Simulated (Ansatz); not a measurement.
**K⁺ ··· CH₆Si**

The pair of K⁺ (SMILES [K+], atom 1) and CH₆Si (SMILES C[SiH3], atoms 2–9), both closed shells, in one local arrangement (a lower one may exist), relaxed at PBE0-D4/def2-TZVP:

K1  (1.800, 0.805, -3.802)
C2  (-0.984, -0.452, 1.021)
Si3  (0.442, 0.208, 0.035)
H4  (-0.773, -0.358, 2.088)
H5  (-1.157, -1.506, 0.799)
H6  (-1.898, 0.104, 0.804)
H7  (0.704, 1.655, 0.253)
H8  (0.154, 0.080, -1.444)
H9  (1.712, -0.537, 0.246)
(Å)

Ansatz 0.2.0; basis: def2-TZVPPD, with def2-QZVPPD for the basis limit; cores frozen in the correlated methods. The outer core shell of Li, Na, Mg and K is correlated. The def2 sets are not built for correlating such inner shells, so the correlated values are less sure here. B3LYP uses VWN-RPA correlation. Extrapolation: Hartree–Fock as exp(−7.88 √X), correlation as X^−2.97. Interaction energies count from these two fragments, frozen as in the pair, with the counterpoise correction; negative means bound.

**Question.** What is the interaction energy by CCSD(T) at an estimated basis limit (MP2 extrapolated from triple and quadruple zeta, plus CCSD(T) − MP2 in triple zeta)? (To be estimated.)

**Answer.** By the calculation: -7.25 kcal/mol. Hartree–Fock alone gives -6.47 kcal/mol at the basis limit. It counts from the two fragments frozen as in the pair.

The same quantity by other methods in triple zeta, and each one's difference from that estimate:
| method | E_int (kcal/mol) | difference |
| --- | --- | --- |
| PBE-D4 | -9.55 | -2.30 |
| revPBE-D4 | -10.44 | -3.19 |
| BLYP-D4 | -10.83 | -3.58 |
| r2SCAN-D4 | -7.76 | -0.51 |
| B97M-V | -8.00 | -0.75 |
| PBE0-D4 | -9.08 | -1.84 |
| B3LYP-D4 | -10.24 | -3.00 |
| HSE06-D4 | -9.08 | -1.83 |
| wB97X-V | -7.36 | -0.11 |
| wB97M-V | -7.47 | -0.23 |
| B2PLYP | -7.08 | 0.17 |
| HF | -6.44 | 0.81 |
| MP2 | -7.05 | 0.20 |
| CCSD | -6.91 | 0.34 |
| CCSD(T) | -7.00 | 0.25 |
Differences are method less estimate.

**Question.** Which atoms make the shortest contact between the fragments?

**Answer.** K1 and H8, 2.97 Å apart.

Energy to bend the free fragments (PBE0-D4 minima) into their shapes in the pair, CCSD(T)/def2-TZVPPD: CH₆Si 0.73 kcal/mol. This must be added to the interaction energy to get the binding energy from relaxed fragments.

Basis-set superposition shift (counterpoise-corrected less uncorrected): CCSD(T) 0.42; MP2 0.39; HF 0.04; PBE0-D4 0.09; wB97M-V 0.09 kcal/mol.

The T1 diagnostic stays at or below 0.010.

For scale, one of the runs: CCSD(T)/def2-TZVPPD, 223 basis functions, launched by `ansatz run in.yaml --threads 4 --pin off --events-out ev --progress --plain --max-ram 9574MiB`. The run took 42 s on 4 CPU threads of an Arm Neoverse V2 (shared host), with 3.4 GiB of host memory at its peak.
